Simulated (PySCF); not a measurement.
BrOTa, neutral, multiplicity 3. Atoms are numbered in the order given.

```xyz
3

Ta    -0.1878     0.6788     0.0000
O      1.2382     1.6265     0.0000
Br     0.1087    -1.7875     0.0000
```
Charge 0, spin multiplicity 3.

The structure is a stationary point at B3LYP-D3(BJ)/def2-TZVP. The multiplicity is an assumed one; other spin states were not compared. The def2 effective core potentials stand for the cores of Ta; spin–orbit coupling is left out.

Method: PBE/def2-TZVPD in PySCF.

The total energy comes out as -2706.05695 hartree and the point group is Cs. The α spin, highest occupied and lowest empty level comes out as -4.78 and -4.06 eV and the β spin, highest occupied and lowest empty level is -7.48 and -3.74 eV. The dipole moment is 3.13 D and the quadrupole, principal values (traceless, Buckingham form, about the centre of nuclear charge) is -8.32, 1.76, 6.56 D·Å. The mean static polarisability is 82.7 bohr³ (12.26 Å³) and the polarisability, principal values is 72.2, 77.5, 98.5 bohr³. The ⟨S²⟩ is 2.011 (pure state 2.00).
